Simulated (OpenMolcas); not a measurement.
# Eu³⁺: CASPT2 settings compared

```json
{"Program": "OpenMolcas", "Basis": "ANO-RCC-VTZP [8s7p5d3f2g1h]", "Scalar Hamiltonian": "DKH2, point nucleus", "Active space": "6 electrons in 7 orbitals (4f)", "State averaging": "2S+1 = 7 even, 7 roots; 2S+1 = 5 even, 42 roots kept (CI in the orbitals of an earlier block)", "Spin-orbit coupling": "state interaction with AMFI integrals over the reference wave functions, term energies averaged over their components"}
```

Methods on the same reference wave functions:
A. CASSCF
B. SS-CASPT2, IPEA 0.4 Eh, no level shift (closed shells correlated: 5s 5p)
C. SS-CASPT2, IPEA 0.2 Eh, sigma2 regulariser 0.4 Eh (closed shells correlated: 4d 5s 5p)
D. SS-CASPT2, IPEA 0.6 Eh, sigma1 regulariser 0.4 Eh (closed shells correlated: none)

Energies in cm-1 above 4f6 7F0.

```csv
Level,A,B,C,D
4f6 7F0,0.0,0.0,0.0,0.0
4f6 7F1,383,397,405,399
4f6 7F2,1097,1134,1154,1140
4f6 7F3,2053,2110,2140,2120
4f6 7F4,3141,3210,3250,3220
4f6 7F5,4254,4320,4350,4340
4f6 7F6,5298,5340,5350,5360
4f6 5D0,22815,21190,20400,20960
4f6 5D1,23731,22090,21300,21860
4f6 5D2,25602,23940,23130,23700
4f6 5D3,28496,26810,25990,26570
4f6 5L6,30004,30430,28490,30220
```

Among B to D the level of the table that moves most is 4f6 5L6, by 1900 cm-1 (lowest in C, highest in B). Moves below CASPT2's spread within the term are not significant.

From A to B the spin-free energies of the other terms of 4f6 shown, above 7F, scale by factors of 0.93 to 1.01.

The lowest spin-free term lies below A's lowest term by 0.459 hartree in B, 0.939 hartree in C, 0.097 hartree in D.

CASPT2 does not keep the components of a term degenerate, so their means are used; among the terms shown or strongly mixed into the levels shown the widest spread is 130 cm-1 (4f6 5L, C). High states are left out of the spin-orbit mixing, which shifts the levels that they would mix with. Terms from blocks run as CI alone lack orbitals of their own. Without dynamic correlation excited terms often stand tens of per cent too high (terms of higher spin than the ground term too low), and those without a measured partner can miss by more than the paired ones (holds for A). Levels of configurations outside the active space are missing. Levels that lie high or do not pair safely by name in every column are left out.
